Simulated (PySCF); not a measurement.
**Core-level binding energies of `F[SiH2]/C=C/[SiH3]`**

C2H7FSi2.
SMILES with atom numbers: `[F:1][SiH2:2]/[CH:3]=[CH:4]/[SiH3:5]`

The calculation used delta-SCF UKS SCAN, pcX-2 on the ionised atom, pcseg-1 elsewhere, spin-free X2C in PySCF. Vertical ΔSCF values, vacuum level as zero.

**Question.** Give the core binding energies atom by atom.

**Answer.** 
| atom(s) | bonded to | level | binding energy (eV) | 2p1/2 (eV) | above the level's lowest (eV) | count |
| --- | --- | --- | --- | --- | --- | --- |
| Si5 | C and 3 H | Si 2p3/2 | 106.80 | 107.43 | 0.00 | 1 |
| Si2 | F, C and 2 H | Si 2p3/2 | 107.89 | 108.52 | +1.09 | 1 |
| C3 | C (double bond), H and Si | C 1s | 290.37 | – | 0.00 | 1 |
| C4 | C (double bond), H and Si | C 1s | 290.39 | – | +0.02 | 1 |
| F1 | Si | F 1s | 692.29 | – | 0.00 | 1 |
| Si5 | C and 3 H | Si 1s | 1846.56 | – | 0.00 | 1 |
| Si2 | F, C and 2 H | Si 1s | 1847.80 | – | +1.24 | 1 |

The 2 C 1s values lie within 0.02 eV of each other; Gaussian lines of 0.5 eV full width would blend them into one maximum.

Lowest listed Si 1s: Si5, bonded to C and 3 H. Highest, 1.24 eV above it: Si2, bonded to F, C and 2 H.

Lowest listed Si 2p3/2: Si5, bonded to C and 3 H. Highest, 1.09 eV above it: Si2, bonded to F, C and 2 H. Summing the Pauling electronegativity differences to the bonded atoms, each weighted by its formal bond order, gives +1.55 for the lowest site and +3.33 for the highest.

**Question.** Which effective nuclear charge Zeff reproduces each element's mean 1s value in the hydrogen-like formula E = 13.606 eV × Zeff²?

**Answer.** C (Z = 6): mean 290.4 eV, Zeff = 4.62, Z − Zeff = 1.38; F (Z = 9): mean 692.3 eV, Zeff = 7.13, Z − Zeff = 1.87; Si (Z = 14): mean 1847.2 eV, Zeff = 11.65, Z − Zeff = 2.35. Means run over the listed sites, weighted by atom count.

**Question.** Which photon energy gives electrons from C 1s of C4 a kinetic energy of 20 eV, and what is their de Broglie wavelength?

**Answer.** hν = 290.39 + 20 = 310.39 eV, recoil neglected; λ = 12.264 Å/√(E/eV) = 2.74 Å.

The 2p values add to the ΔSCF energy of one spin-free hole a correction within the shell (spin–orbit coupling, ligand field). 2p1/2 minus 2p3/2 (ligand field included): Si 0.63 eV. The structure is a single PBE0-D3(BJ)/def2-SVP conformer in the gas phase; no vibrational or solvent corrections.

Conformer computed: `[F:1][SiH2:2]/[CH:3]=[CH:4]/[SiH3:5]`: F1–Si2–C3–C4 0°.
